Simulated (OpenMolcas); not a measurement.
## Ge3+: CASPT2 settings compared

| Quantity | Value |
| --- | --- |
| Program | OpenMolcas |
| Basis | ANO-RCC-VDZP [5s4p2d] |
| Scalar Hamiltonian | DKH2, point nucleus |
| Active space | 1 electron in 4 orbitals (4s 4p) |
| State averaging | 2S+1 = 2 even, 1 root; 2S+1 = 2 odd, 3 roots |
| Spin-orbit coupling | RASSI with atomic mean-field integrals over the reference wave functions, term energies averaged over their components |

Methods on the same reference wave functions:
A. CASSCF
B. SS-CASPT2, IPEA 0.15 Eh, no level shift (closed shells correlated: 3d)
C. SS-CASPT2, IPEA 0 Eh, real shift 0.3 Eh (closed shells correlated: 3s 3p 3d)

Energies in cm-1 above 4s 2S 1/2, the measured ground level; measured values from Sugar and Musgrove, J. Phys. Chem. Ref. Data 22, 1213 (1993).

```json
{"Level": "4s 2S 1/2", "A": "0.0", "B": "0.0", "C": "0.0", "Measured": "0.0"}
{"Level": "4p 2P* 1/2", "A": "80062", "B": "80286", "C": "80541", "Measured": "81311"}
{"Level": "4p 2P* 3/2", "A": "82878", "B": "83101", "C": "83357", "Measured": "84102"}
```

Deviations, from unrounded energies. A percentage is the sum of absolute deviations over the sum of measured energies, with the sign that they share, or ± where signs differ.

```tsv
Against measurement	Levels	A	B	C
mean absolute deviation (cm-1)	2	1200	1000	760
other configurations (%)	2	-1.5	-1.2	-0.9
```

C lies closest to measurement on these levels and A furthest from it. The largest miss of C in the table is 4p 2P* 1/2, by -770 cm-1. The ranking rests on the paired levels alone, and a cruder setting can come out closer through cancelling errors.

Between B and C the level of the table that moves most is 4p 2P* 1/2, by 260 cm-1 (lowest in B, highest in C).

The lowest spin-free term lies below A's lowest term by 0.152 hartree in B, 0.211 hartree in C.

The basis is small and was not contracted for so high a charge. With one active electron the reference holds no correlation, so core polarisation is missing (holds for A). With one active electron, CASPT2 adds the correlation within the correlated inactive shells and between them and that electron, and leaves the splitting within a term as the reference gives it (holds for B; C). Computed and measured levels are paired by configuration, term and J; levels that our copy of the source lacks, or whose pairing is in doubt (as where it misses far off the trend of its configuration), stay unpaired and out of the deviations. Levels of configurations outside the active space are missing.

* marks odd parity.
